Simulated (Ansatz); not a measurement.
RbBr (SMILES [Br][Rb]): the energy, rung by rung

RbBr: 2 atoms, total charge 0, spin state singlet. As SMILES, `[Br][Rb]`. The bond length is the measured one.

```xyz
2

Br    0.0000    0.0000    0.0000
Rb    0.0000    0.0000    2.9447
```

Each level gives the energy change with the Br1–Rb2 bond stretched from 2.945 to 7.362 Å (eV). The values are calculated.

| level | kind | program | value (eV) | less FCI/STO-3G | CPU time (all runs) |
| --- | --- | --- | --- | --- | --- |
| HF/STO-3G (restricted) | Hartree–Fock | Ansatz | 4.06 | -0.11 | 0.84 s |
| PBE/STO-3G (restricted) | GGA | Ansatz | 3.20 | -0.97 | 11 s |
| B3LYP/STO-3G (restricted) | global hybrid | Ansatz | 3.49 | -0.68 | 11 s |
| BHLYP/STO-3G (restricted) | global hybrid | Ansatz | 3.98 | -0.19 | 11 s |
| wB97X/STO-3G (restricted) | range-separated hybrid | Ansatz | 4.33 | +0.16 | 51 s |
| B2PLYP/STO-3G (restricted) | double hybrid | Ansatz | 3.40 | -0.77 | 14 s |
| MP2/STO-3G (restricted) | perturbation theory | Ansatz | 4.15 | -0.02 | 1 s |
| BCCD(T)/STO-3G (restricted) | coupled cluster or CI | Ansatz | 4.17 | 0.00 | 1.6 s |
| FCI/STO-3G | exact in the basis | Ansatz | 4.17 | 0.00 | 11 s |

FCI/STO-3G is exact within its basis and frozen core, so for wave-function methods in that basis the difference is their error; functionals converge differently with the basis, so for them it is only a difference. All-electron rows without a relativistic Hamiltonian named are non-relativistic. The first shape isn't each level's own minimum. The values span 3.20 to 4.33 eV. Minimal STO sets describe s-block atoms so badly that they can place the ion below the atom. All rows use very small basis sets, so even the best lies far from the true value. In the correlated wave-function rows the outer d shell of Br is correlated, in sets not made for it. CPU times are rough (shared hosts, several kinds of processor): they show what a rung costs within a factor of a few.
